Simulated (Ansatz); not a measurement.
The cluster VTe2, relaxed as a doublet with UKS PBE0-D4/def2-TZVP in Ansatz, starting from the GFN1-xTB geometry. Force threshold 0.02 eV/Å.

In the def2 sets Te takes a core potential; there is no spin–orbit coupling. The charge 0 doublet is spin-contaminated (final ⟨S²⟩ up to 1.76, 0.75 for a pure state). At PBE0-D4/def2-TZVP a quartet of charge 0 lies 0.90 eV below the doublet, each at its own geometry. The structure comes from a short search, and lower isomers may exist.

Start:

Cartesian coordinates in Å:
```
V 0.252 0.113 -1.452
Te -1.378 -0.539 0.472
Te 1.125 0.426 0.980
```

```json
{"step": "1", "energy (eV)": "-40269.4284", "largest force component (eV/Å)": "0.519", "SCF passes": "173"}
{"step": "2 (rejected)", "energy (eV)": "-40269.4236", "largest force component (eV/Å)": "0.473", "SCF passes": "81"}
{"step": "3", "energy (eV)": "-40269.4452", "largest force component (eV/Å)": "0.021", "SCF passes": "71"}
{"step": "4", "energy (eV)": "-40269.4452", "largest force component (eV/Å)": "0.000", "SCF passes": "46"}
```

Force components are those of the run's own axes.

End:

Cartesian coordinates in Å:
```
V 0.246 0.110 -1.417
Te -1.387 -0.543 0.451
Te 1.141 0.432 0.966
```

By distances, no bond broke or formed. The bond that changes most is V1–Te2, from 2.60 to 2.57 Å (atoms count from 1).

No frequencies were taken in this run, so the end may be a saddle point.

It took 26 s on 4 threads of Arm Neoverse V1 on a shared host, peak host memory 0.63 GiB.
